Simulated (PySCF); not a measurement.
F₃Ga, SMILES [F][Ga]([F])[F] (connectivity only; charge and spin as stated), charge -1, multiplicity 2.

Geometry optimised at B3LYP-D3(BJ)/def2-SVPD. The multiplicity is an assumed one; other spin states were not compared. The isomer is the one that the SMILES or the coordinates give; other isomers of the formula were not compared.

Computed with PBE/def2-TZVPD run with PySCF.

Gas-phase values at a fixed geometry. A positive occupied level means that this level leaves the electron formally unbound; only the finite basis holds it.

Computed frontier levels, dipole moment and polarisability:
```
Item                                                               Result
------------------------------------------------  -----------------------
α spin, highest occupied and lowest empty level          0.09 and 3.95 eV
β spin, highest occupied and lowest empty level         -3.05 and 1.27 eV
dipole moment about the centre of nuclear charge                0.286 e·Å
mean static polarisability                           54.5 bohr³ (8.07 Å³)
polarisability, principal values                   52.5, 55.4, 55.4 bohr³
⟨S²⟩                                              0.751 (pure state 0.75)
```
